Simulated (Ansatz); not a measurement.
trans-NiH2(AsH3)2 (NiAs2H8). Total charge 0; singlet. Geometry PBE0-D4/def2-SVP.

```xyz
11

Ni   -0.014   -0.003    0.030
H     0.046   -1.450    0.465
As   -1.992   -0.176   -0.907
H    -2.089    0.140   -2.384
H    -3.077    0.775   -0.451
H    -2.853   -1.426   -0.937
H    -0.068    1.440   -0.419
As    1.983    0.178    0.926
H     2.756    1.474    1.097
H     3.094   -0.601    0.256
H     2.215   -0.351    2.324
```

Estimate the orbital energies around the gap (eV) in Ansatz with PBE-D4/def2-TZVPD, r2SCAN-D4/def2-TZVPD, PBE0-D4/def2-TZVP, CAM-B3LYP-D4/def2-TZVP, ωB97X-V/def2-TZVP.


```tsv
orbital	PBE-D4/def2-TZVPD	r2SCAN-D4/def2-TZVPD	PBE0-D4/def2-TZVP	CAM-B3LYP-D4/def2-TZVP	ωB97X-V/def2-TZVP
HOMO−5	-7.60	-7.85	-8.64	-9.90	-10.90
HOMO−4	-5.64	-5.89	-7.56	-9.09	-10.13
HOMO−3	-5.63	-5.87	-6.82	-8.31	-9.36
HOMO−2	-5.05	-5.14	-6.74	-8.25	-9.31
HOMO−1	-4.69	-4.88	-6.53	-7.80	-8.79
HOMO	-4.44	-4.51	-6.22	-7.70	-8.75
LUMO	-1.99	-1.71	-0.77	0.18	1.23
LUMO+1	-1.54	-1.34	-0.41	0.64	1.62
LUMO+2	-0.45	0.07	0.69	1.66	2.66
LUMO+3	-0.33	0.12	0.84	1.73	2.84
LUMO+4	-0.20	0.23	0.87	1.90	2.97
LUMO+5	0.21	0.64	1.37	2.43	3.51
```
